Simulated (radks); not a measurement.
Q: Ni+, configuration [Ar] 3d9. All-electron calculation, scalar-relativistic Kohn-Sham, RPBE, spin-polarised, spherical densities, finite nucleus; open shells are filled with parallel spins first; Fermi nuclear charge, rms radius 3.7757 fm. Program: a radial shooting solver on a logarithmic mesh with Libxc functionals. Some entries of the table are withheld. Estimate them.

orbital  occ.  eigenvalue (eV)  <1/r> (bohr^-1)  <r> (bohr)
1s down     1        -8216.382            28.10     0.05408
1s up       1        -8216.378            28.10     0.05408
2s up       1        -984.6871            6.072      0.2449
2s down     1        -984.1735            6.074      0.2448
2p up       3        -847.2819            5.957         (1)
2p down     3        -846.8999            5.959         (2)
3s up       1        -114.8516            1.909      0.7434
3s down     1        -113.7840            1.907      0.7441
3p up       3         -75.2663            1.757      0.7848
3p down     3         -74.2153            1.754      0.7859
3d up       5              (3)            1.314       1.063
3d down     4              (4)            1.299       1.085

A: 
(1) 2p up <r> (bohr): 0.2153
(2) 2p down <r> (bohr): 0.2152
(3) 3d up eigenvalue (eV): -13.2865
(4) 3d down eigenvalue (eV): -12.3493
